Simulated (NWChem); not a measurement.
# phosphine (PH$_{3}$); SMILES P

```xyz
4

P      0.0000     0.0000     0.1381
H     -0.7777     0.9085    -0.6436
H      1.1756     0.2192    -0.6436
H     -0.3980    -1.1277    -0.6436
```
Atoms are numbered in this order, from 1.

STO-3G and 3-21G are far too small for this property and stand as cheap habits. Geometry: optimised at PBE0/def2-SVP. No frequency run checked for a minimum.

Question: Give the principal values of the shielding tensors (ppm) of P1 from Hartree-Fock/STO-3G, GIAO (NWChem), with their diamagnetic and paramagnetic parts as GIAO splits them.

Answer: 
| atom | σ11 | σ22 | σ33 | isotropic | diamagnetic | paramagnetic |
|---|---|---|---|---|---|---|
| P1 | 749.2 | 749.5 | 749.5 | 749.4 | 952.8 | -203.4 |
